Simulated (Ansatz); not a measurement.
The same path of C2H9AsSi (13 atoms, charge 0, multiplicity 1) was run twice with different band settings. The coordinate that changes most is the height of As4 over the plane of its neighbours.

Level of theory: RKS BLYP-D4/def2-SVP in Ansatz 0.2.0.

Relaxed end points:

```xyz
13
Properties=species:S:1:pos:R:3
C -1.346 0.417 1.381
Si -0.525 -0.928 0.324
C 1.159 -0.343 -0.338
As 1.065 1.419 -1.336
H -0.703 0.689 2.244
H -1.525 1.337 0.789
H -2.322 0.071 1.779
H -1.412 -1.274 -0.840
H -0.328 -2.173 1.145
H 1.853 -0.180 0.513
H 1.603 -1.123 -0.987
H 2.337 1.175 -2.185
H 0.163 0.879 -2.473
```

```xyz
13
Properties=species:S:1:pos:R:3
C -1.165 0.550 1.191
Si -0.460 -0.942 0.256
C 1.280 -0.595 -0.420
As 1.471 0.957 -1.709
H -0.492 0.850 2.021
H -1.292 1.422 0.520
H -2.155 0.305 1.628
H -1.358 -1.297 -0.897
H -0.408 -2.128 1.184
H 1.993 -0.396 0.408
H 1.666 -1.486 -0.958
H 0.818 2.004 -0.776
H 0.122 0.721 -2.432
```

Common settings: movable images 7; climbing image yes; spring 5.0 eV/Å²; start path through a guess of the saddle point; force threshold 0.05 eV/Å; iteration limit 60; end points relaxed.

| run | optimiser |
| --- | --- |
| 1 | quadratic models (default) |
| 2 | lbfgs |

Q: What does each run give, and how far can it be trusted?

A: Run 1: converged after 14 iterations, highest image 1.887 eV above the first end. Neighbouring images differ by up to 1.5 eV, so the band resolves the path poorly. A vibrational analysis at the climbing image gives one clearly imaginary mode, 988i cm⁻¹: a first-order saddle point.
Run 2: converged after 31 iterations, highest image 1.900 eV above the first end. Neighbouring images differ by up to 1.6 eV, so the band resolves the path poorly. The order of the stationary point at the top wasn't checked.
